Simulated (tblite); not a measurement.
Species: C₆H₄ClS₂ (doublet state).
Z-matrix (Å and degrees, GFN2-xTB geometry), rows numbered from 1:
```
C 
C   1  1.4893
S   2  1.6501  1  122.32
C   2  1.4111  1  120.67  3   179.97
C   4  1.3923  2  130.65  1     0.06
C   5  1.3814  4  111.65  2   179.97
C   6  1.3433  5  115.87  4    -0.00
Cl  7  1.6899  6  129.70  5  -179.98
S   4  1.7495  2  117.17  1  -179.97
H   1  1.0896  2  110.13  3   120.79
H   1  1.0896  2  110.11  3  -120.33
H   1  1.0863  2  110.26  3     0.20
H   5  1.0739  4  123.61  2    -0.04
```

Computed with GFN2-xTB (tblite): harmonic, unscaled wavenumbers at the GFN2-xTB geometry, gas phase. Against measured fundamentals such values can be off by several per cent, at times by over 20. One conformer, not necessarily the lowest. Open shells enter through the occupations alone, without spin polarisation, and single modes of such species can be off by tens of per cent.

Harmonic wavenumbers (cm⁻¹): 77.7, 86.3, 94.6, 103.3, 234.6, 237.7, 259.4, 371.3, 387.8, 415.3, 481.1, 525.4, 549.9, 605.9, 684.5, 792.2, 824.3, 863.4, 988.4, 1027.8, 1118.5, 1194.5, 1242.5, 1338.6, 1376.4, 1380.1, 1451.8, 1456.7, 1494.9, 3003.7, 3014.8, 3059.8, 3142.7.

A = 2606, B = 582.4, C = 477.4 MHz; mass 174.944 u (most abundant isotopes); point group Cs, symmetry number 1; spin multiplicity 2.

Problem. What is the zero-point energy?

Solution. ½Σν̃ = 16943 cm⁻¹ = 48.44 kcal/mol.

Problem. Give the ideal-gas entropy at 350 K and 1 bar in the rigid-rotor, harmonic-oscillator model (classical rotation).

Solution. Translation 42.21, rotation 30.95, vibration 31.16, spin (R ln 2) 1.38: S = 105.7 cal/(mol K).

Problem. And Cp and H(350 K) − H(0)?

Solution. Cp = 38.45 cal/(mol K), of which vibrations give 30.50 (their classical limit is 33 R = 65.6); H(350 K) − H(0) = 8.51 kcal/mol without the zero-point energy, 5.72 from vibrations.

Problem. How do the functions run with temperature in this model?

Solution. 
```csv
T (K),S (cal/(mol K)),Cp (cal/(mol K)),H − H(0) (kcal/mol),G − H(0) (kcal/mol),ln q(vib)
150,80.3,22.9,2.29,-9.75,2.60
250,94.0,31.3,5.01,-18.49,5.06
298.15,99.8,34.9,6.60,-23.16,6.22
400,111.0,41.6,10.51,-33.91,8.62
600,129.8,50.9,19.83,-58.06,13.03
900,152.2,59.0,36.45,-100.50,18.91
```

q(vib) and H(0) count from the zero-point level.

Problem. Which modes carry the vibrational entropy at 350 K?

Solution. 77.7 cm⁻¹: 4.26; 86.3 cm⁻¹: 4.06; 94.6 cm⁻¹: 3.88; 103.3 cm⁻¹: 3.70; 234.6 cm⁻¹: 2.13; 237.7 cm⁻¹: 2.11 cal/(mol K); the other 27 give 11.02 together.

Hindered rotation and anharmonicity are outside this model. Other conformers, if any are populated, would add a mixing term that is left out.
